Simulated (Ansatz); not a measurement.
These are frozen-core CCSD(T)/cc-pVTZ // TPSSh-D3(BJ)/def2-TZVP run with Ansatz (a program for electronic structure) values and carry that method's errors.

Ansatz 0.2 input:
```yaml
crystal:
  periodic: [false, false, false]
  atoms:
    - { symbol: O, position_ang: [-1.828145, 0.178095, -0.263612] }
    - { symbol: C, position_ang: [-0.81954, -0.486441, 0.11607] }
    - { symbol: Ge, position_ang: [1.117888, 0.113057, 0.077625] }
    - { symbol: H, position_ang: [-1.623376, 1.074555, -0.609898] }
    - { symbol: H, position_ang: [-1.128903, -1.469652, 0.485871] }
    - { symbol: H, position_ang: [1.032113, 1.518098, -0.507093] }
    - { symbol: H, position_ang: [1.507357, 0.027352, 1.547201] }
    - { symbol: H, position_ang: [1.760916, -0.94011, -0.814542] }
basis:
  gaussian: { orbitals: cc-pVTZ }
correlation:
  method: ccsd_t
total_charge: 1
```

Output:

```
Functional definition: HF
1023 factors; integrals over basis functions are off by at most 9.0e-4 eV
mean field evaluation 1: about -59610.4751 eV, gradient 4.3e1 eV
mean field evaluation 2: about -59610.5639 eV, gradient 4.3e1 eV
mean field evaluation 4: about -59614.3163 eV, gradient 3.8e0 eV
mean field evaluation 8: about -59614.3772 eV, gradient 2.2e-1 eV
mean field evaluation 16: about -59612.9258 eV, gradient 2.9e1 eV
mean field -59614.37766699 eV, -2190.7879711853 hartree, gradient 3.9e-6 eV, S^2 0.000000; 0 other end points of the search recorded, 0 dependent functions left out
11 core orbitals not correlated
reference -59614.37766699 eV, -2190.7879711853 hartree; 14, 14 occupied and 148, 148 virtual orbitals, 1023 factors
second order -15.81729285 eV of doubles, -0.00000000 eV of singles
cycle   1  -16.04685399 eV  change   -2.3e-1 eV  update   1.1e-1
cycle   2  -16.57690582 eV  change   -5.3e-1 eV  update   3.3e-2
cycle   3  -16.69796812 eV  change   -1.2e-1 eV  update   2.0e-2
cycle   4  -16.68028206 eV  change    1.8e-2 eV  update   6.0e-3
cycle   5  -16.68143822 eV  change   -1.2e-3 eV  update   2.8e-3
cycle   6  -16.68182507 eV  change   -3.9e-4 eV  update   7.0e-4
cycle   7  -16.68145863 eV  change    3.7e-4 eV  update   2.0e-4
cycle   8  -16.68150875 eV  change   -5.0e-5 eV  update   6.8e-5
cycle   9  -16.68153886 eV  change   -3.0e-5 eV  update   2.0e-5
perturbative correction -0.66539298 eV, -0.0244527410 hartree
Total energy: -59631.72459883 eV, -2191.4254591723 hartree
```

Cost: about 60 core-seconds (a rough figure).
